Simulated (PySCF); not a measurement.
selenium dioxide (O₂Se), SMILES O=[Se]=O. Geometry: PBE-D3(BJ)/def2-TZVP.

Computed with PySCF with PBE-D3(BJ)/def2-TZVP.

Harmonic wavenumbers (cm⁻¹): 351, 920, 958. Rotational constants (GHz): 28.12, 8.434, 6.488; symmetry number 2.

Q: Work out the zero-point energy and the ideal-gas rigid-rotor harmonic-oscillator thermochemistry at 298.15 K and 1 atm.

A: ZPE = ½ Σ hcν = ½ × 2229 cm⁻¹ = 3.19 kcal/mol. H − E(el) = 5.84 kcal/mol. Entropy in cal/(mol K): translation 40.03, rotation 21.48, vibration 1.40, total 62.91. G − E(el) = -12.92 kcal/mol. Cp = 10.42 cal/(mol K).
